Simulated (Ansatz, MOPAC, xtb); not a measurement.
Pair of molecules: CH4 (SMILES C) (first 5 atoms) with CH6Si (SMILES C[SiH3]); geometry from B3LYP-D3(BJ)/def2-TZVP.
(charge 0, multiplicity 1):
```xyz
13

C     -0.08193     0.00141    -0.31313
H     -1.03740    -0.09534     0.20060
H      0.30176     1.01278    -0.18486
H      0.62756    -0.71108     0.10463
H     -0.21934    -0.20104    -1.37434
C     -0.17652     1.26543     3.41524
Si     0.16591    -0.57483     3.53435
H     -0.29914     1.57077     2.37528
H      0.64515     1.84224     3.84365
H     -1.08883     1.52562     3.95509
H     -0.94982    -1.35547     2.94695
H      0.32280    -0.98311     4.95218
H      1.41172    -0.92530     2.81039
```

Monomers are frozen at their geometry in the pair; levels with a basis set take the counterpoise correction.

The state that PM7 reach isn't checked; PM7 holds dispersion and hydrogen-bond terms.

Programs: Ansatz (an electronic-structure program); MOPAC for PM7 (differences of heats of formation); xtb for the GFN methods. 

Q: One of these levels gives 0.21 kcal/mol for the interaction energy. Name it.
(A) GFN-FF
(B) BLYP/def2-TZVPPD
(C) PM7

A: C, PM7. The others give -0.83 (GFN-FF), 1.04 (BLYP/def2-TZVPPD)
